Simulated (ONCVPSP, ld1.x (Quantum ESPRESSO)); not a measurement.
**Potentials for tellurium (Te) compared**

Generated with ld1.x 7.5 (TM, RRKJ, ultrasoft, PAW), atompaw 4.2 or ONCVPSP 4.0.1. The cutoff is in Ry: for ld1.x and atompaw files where the sum of valence levels is converged to 10 mRy in a Bessel basis, for ONCV files where the hardest occupied wave has 1 mHa per electron of residual kinetic energy. The error is the largest all-electron minus pseudo excitation energy over each file’s own four to seven test configurations (ionisations up to +4, promotions, holes and added fractions of an electron), all of which were solved. The labels leave out finer settings (local radius, basis sizes, second energies), which also bear on the numbers. Spin-polarised tests are not counted. The rows are a selection from randomly drawn settings: files with unsolved tests, undetermined cutoffs or missed reference levels are left out.

A true bound ghost makes a file unfit for plane-wave use even where its test errors are small: the radial tests pick states by their node count and pass the ghost by.

```tsv
potential	cutoff (Ry)	largest error (meV)	bound ghosts
TM, LDA (PZ), fully relativistic, rc 1.80/2.40 (sp), local s, core correction yes, reference 5s2 5p4	30	-208	none
ONCV, PBE, scalar-relativistic, rc 1.15/1.60/1.10 (spd), local smoothed, core correction yes, reference 4s2 4p6 4d10 5s2 5p4, qcut 12.5/7.3/16.7, projectors 3/2/2	105	-16	none
ONCV, PBEsol, scalar-relativistic, rc 1.30/1.50/1.35 (spd), local smoothed, core correction no, reference 4s2 4p6 4d10 5s2 5p2, qcut 10.4/8.5/13.6, projectors 2/2/2	108	-7.0	none
ONCV, PBEsol, fully relativistic, rc 1.75/1.90 (sp), local smoothed, core correction no, reference 5s2 5p2, qcut 3.2/5.3, projectors 1/2	51	-25	s
```

Task: Fill in the row for Te: ONCV, PBE, scalar-relativistic, rc 1.78/1.85/1.10 (spd), local smoothed, core correction no, reference 4d10 5s1.5 5p4.5, qcut 3.7/4.8/16.9, projectors 1/2/2.

Result: cutoff 117 Ry, largest error -3.0 meV, bound ghosts: s.

Task: Fill in the row for Te: PAW, LDA (PZ), scalar-relativistic, rc 1.70/1.85/1.60 (spd), local smoothed, core correction yes, reference 4d10 5s2 5p3.5.

Result: cutoff 55 Ry, largest error -120 meV, bound ghosts: none.

Task: Fill in the row for Te: ONCV, PBE, scalar-relativistic, rc 1.30/1.40/1.25 (spd), local d, core correction yes, reference 4s2 4p6 4d10 5s1.5 5p4.5, qcut 11.9/8.9/15, projectors 2/2/0.

Result: cutoff 103 Ry, largest error -6.2 meV, bound ghosts: none.
